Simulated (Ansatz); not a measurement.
`F[SiH](F)[O][GeH3]` and `F[SiH](F)[AlH2]` differ in one atom or group.

Ansatz, PBE0-D4/def2-TZVP geometries, multiplicity 1. Each molecule was computed in one conformer, which needn't be the lowest.

Scalar relativity is left out up to krypton.

```tsv
property	`F[SiH](F)[O][GeH3]`
size of the dipole moment (ωB97M-V/def2-TZVPP) / D	2.20
LUMO energy (ωB97M-V/def2-TZVPP) / eV	1.65
HOMO–LUMO gap (PBE0/def2-TZVPP) / eV	9.21
HOMO energy (ωB97M-V/def2-TZVPP) / eV	-11.69
HOMO energy (B3LYP/def2-TZVPP) / eV	-9.14
HOMO–LUMO gap (PBE/def2-TZVPP) / eV	6.80
```

(1) What does the change do to each property? (Estimate.)

## Answers

(1) The calculation gave: 
```csv
property,`F[SiH](F)[AlH2]`,shift
size of the dipole moment (ωB97M-V/def2-TZVPP) / D,1.85,-0.35
LUMO energy (ωB97M-V/def2-TZVPP) / eV,-0.85,-2.50
HOMO–LUMO gap (PBE0/def2-TZVPP) / eV,5.31,-3.90
HOMO energy (ωB97M-V/def2-TZVPP) / eV,-9.85,1.84
HOMO energy (B3LYP/def2-TZVPP) / eV,-7.66,1.48
HOMO–LUMO gap (PBE/def2-TZVPP) / eV,3.35,-3.45
```

With PBE0 the HOMO rises by 1.54 eV and the LUMO falls by 2.35 eV, so the gap narrows by about 3.89 eV. PBE moves the HOMO by 1.22 eV and ωB97M-V by 1.84 eV. Dipoles are sizes alone; their direction can turn.

B3LYP here is the variant with VWN-RPA as its local correlation; programs differ in this.
